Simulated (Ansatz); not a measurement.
Species: sum formula BNH5, net charge -1, singlet state. It need not be the lowest isomer of its formula. Whether it binds its extra electron was not tested at this geometry. 
Structure (B3LYP-D3(BJ)/def2-TZVP (Ansatz, a program for electronic structure) minimum search):
SMILES: [BH3-]N
```xyz
7

B     -0.7935     0.0734    -0.0069
N      0.7583    -0.1831     0.0344
H     -1.3106    -0.6699    -0.8536
H     -1.1126     1.2529    -0.2929
H     -1.2830    -0.1883     1.1016
H      1.1939     0.4521     0.6999
H      1.1719     0.0676    -0.8613
```
Charge -1, spin multiplicity 1.

Basis-set convergence of Hartree-Fock and MP2 correlation energies (hartree) with Ansatz. Valence correlation only, unless marked. No spin-orbit coupling. No relativistic terms.

```
basis        functions      E(HF)  E(corr, MP2)
-----------  ---------  ---------  ------------
def2-SVPD           80  -81.97372      -0.32159
def2-TZVPPD        159        [?]           [?]
```

### Question
Some entries are withheld; supply them.

### Answer

- def2-TZVPPD, E(HF): -82.06353
- def2-TZVPPD, E(corr, MP2): -0.37897
